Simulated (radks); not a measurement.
The numbers below are computed, except where a source is named.
Question: Ionisation of Li+, [He], to Li2+, 1s1, under several functionals. Scalar-relativistic Kohn-Sham, spin-unpolarised, spherical densities, finite nucleus; a radial shooting solver on a logarithmic mesh with Libxc functionals. Known Delta-SCF values: XLYP 79.761 eV; exchange-only PBE 78.506 eV. What does PW91 give, and what is its highest occupied eigenvalue?

Answer: 79.455 eV by Delta-SCF; the 1s eigenvalue is -60.602 eV. NIST: 75.640 eV (theoretical).

Beside tabulated values, note that spin-unpolarised runs miss the spin-polarisation part of the exchange energy of open shells.
